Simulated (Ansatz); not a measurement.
Reaction (homolysis of the Cl–Ge bond): `C[O][Ge]([F])([SH])[Cl]` → Cl• + `C[O][Ge]([F])[SH]`•

Computed with Ansatz on PBE0-D4/def2-TZVP structures; ΔE is electronic, products minus reactants. CCSD(T)/CBS adds triple-zeta CCSD(T) − MP2 to the extrapolated MP2 energy (def2 sets, frozen cores). This one scheme is used for every species, atoms too. Functionals use def2-TZVPP. Open shells (•) are unrestricted, without spin–orbit coupling. Spin–orbit coupling would lower the free atoms: a little for Cl. Bonds to Ge are less sure, by a few kJ/mol each and by 10 to 20 or more in all where they break to atoms, as the def2 sets lack core-valence functions. Scalar relativity is left out up to krypton. One conformer a species, not always the lowest.

| level | ΔE (kJ/mol) |
| --- | --- |
| ωB97M-V | 407.4 |
| SCS-MP2/def2-TZVPP | 417.0 |
| SCS-MP2/def2-QZVPP | 424.8 |
| HF/CBS(def2) | 308.6 |

What does CCSD(T)/CBS give? (Estimate.)

Ansatz gave: +418.6 kJ/mol. The listed levels differ from it by -11.2, -1.6, 6.2, -110.0 kJ/mol.

Largest T1 diagnostic among the species: 0.015.

In def2-TZVPP, CCSD(T) changes the Hartree–Fock value by +96.4 kJ/mol (the triples alone add +8.6 kJ/mol) and MP2 by +119.8 kJ/mol; breaking electron pairs costs correlation energy, which Hartree–Fock lacks. The D4 term adds +13.1 kJ/mol with B3LYP and +7.2 kJ/mol with PBE0; it sums over pairs of atoms, weighted by their polarisabilities, and B3LYP, whose exchange is more repulsive, gets the larger term.

B3LYP here is the variant with VWN-RPA as its local correlation; programs differ in this.

CCSD(T)/CBS has its own doubt, a few kJ/mol and more with outer-core shells, so smaller differences from it don't rank the levels.
